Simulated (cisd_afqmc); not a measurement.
Input (AFQMC/CISD/def2-TZVPPD; cisd_afqmc is a phaseless AFQMC code with CISD trial states that reads the integrals written by Ansatz): A basis named .json is the Basis Set Exchange file of that set.

Ansatz 0.2 input:
```python
import cisd_afqmc

open("ham.yaml", "w").write("""\
crystal:
  periodic: [false, false, false]
  atoms:
    - {symbol: I, position_ang: [0.00000000, 0.00000000, 0.00000000]}
basis:
  gaussian:
    orbitals: def2-TZVPPD.json
total_charge: -1
magnetization: {spin_polarized: false}
correlation: {method: ccsd, electrons: outside_noble_gas, hamiltonian_folder: ham}
scf: {lower_state_search: full}
""")
rep = cisd_afqmc.ansatz("ham.yaml")
e_ccsd = rep["correlation"]["coupled_cluster"]["energy"]["hartree"]
out = cisd_afqmc.run("ham", e_ccsd, trial="CISD", walkers=100, populations=8, threads=8, dt=0.005, steps=40, early=36, settle=10, least=32,
    cut=5e-5, rank_cut=2e-4, target=0.0004, seconds=1500, seed=1, memory=12960, gpu=False)
```

Output:

```
orbitals 50, occupied [4], factors 286 of 364, rank of the doubles 76 of 184
E(HF) = -296.743540
E(CCSD) on the cut factors = -296.902784, shift to the whole factors -0.000018
Energy of the trial state on the determinant = -296.902687
  tau behind 10.8 of longer steps, mean of the populations' last blocks
   2.0  -296.90910
   4.0  -296.90980
   6.0  -296.90980
   8.0  -296.90935
blocks 332 (0 outliers left out), error by blocks joined: 1: 0.00009, 2: 0.00012, 4: 0.00016, 8: 0.00019, 16: 0.00021
E(AFQMC/CISD) = -296.90953 +/- 0.00021
```
